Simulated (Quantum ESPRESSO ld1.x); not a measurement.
The run below uses ld1.x (Quantum ESPRESSO 7.5).

```
 &input
    atom='Mo',
    iswitch=1,
    rel=1,
    lsd=1,
    dft='PZ',
    config='[He] 2s0 2p0',
    verbosity='high',
    prefix='ld1',
    max_out_wfc=37,
    file_charge='ld1.rho',
 /
```

Command: `OMP_NUM_THREADS=1 ld1.x < ld1.in > ld1.out`

Standard output:

```
     Program LD1 v.7.5 starts

     --------------------------- All-electron run ----------------------------

     scalar relativistic calculation

     atomic number is 42.00
     dft =PZ   lsd =1 sic =0 latt =0  beta=0.20 tr2=1.0E-14
     Exchange-correlation= PZ
                           (   1   1   0   0   0   0   0)
     mesh =2043 r(mesh) =  99.31835 a.u. xmin = -8.00 dx = 0.00800
     1 Ry =  13.60569312 eV, c = 137.03599908

     n l     nl                  e(Ry)          e(Ha)          e(eV)
     1 0     1S 1( 1.00)   -1730.760878231    -865.380439116 -23548.2013785
     2 0     2S 1( 0.00)    -422.973924060    -211.486962030  -5754.8534098
     2 1     2P 1( 0.00)    -411.665018745    -205.832509372  -5600.9879145
     1 0     1S 2( 1.00)   -1730.760878231    -865.380439116 -23548.2013785
     2 0     2S 2( 0.00)    -422.973924060    -211.486962030  -5754.8534098
     2 1     2P 2( 0.00)    -411.665018745    -205.832509372  -5600.9879145

     final scf error:  8.8E-15 reached in   9 iterations

     Etot =   -3553.789386 Ry,   -1776.894693 Ha,  -48351.767806 eV
     Total magnetization:    0.00 Bohr mag.

     Ekin =    3730.736829 Ry,    1865.368415 Ha,   50759.260418 eV
     Encl =   -7345.395117 Ry,   -3672.697558 Ha,  -99939.191824 eV
     Eh   =     107.737630 Ry,      53.868815 Ha,    1465.845138 eV
     Exc  =     -46.868729 Ry,     -23.434364 Ha,    -637.681538 eV

     normalization and overlap integrals

     s(1S/1S) =  1.000000  <r> =   0.0350  <r2> =    0.0016  r(max) =   0.0229
     s(1S/2S) = -0.009857
     s(2S/2S) =  1.000000  <r> =   0.1419  <r2> =    0.0236  r(max) =   0.1227
     s(2P/2P) =  1.000000  <r> =   0.1208  <r2> =    0.0176  r(max) =   0.0958
     s(1S/1S) =  1.000000  <r> =   0.0350  <r2> =    0.0016  r(max) =   0.0229
     s(1S/2S) = -0.009857
     s(2S/2S) =  1.000000  <r> =   0.1419  <r2> =    0.0236  r(max) =   0.1227
     s(2P/2P) =  1.000000  <r> =   0.1208  <r2> =    0.0176  r(max) =   0.0958

     ------------------------ End of All-electron run ------------------------
```

Run on one thread of a shared host, so times are rough (Intel(R) Xeon(R) Processor @ 2.60GHz): 0.55 s of CPU time, 0.57 s wall, 9 iterations on 2043 mesh points.
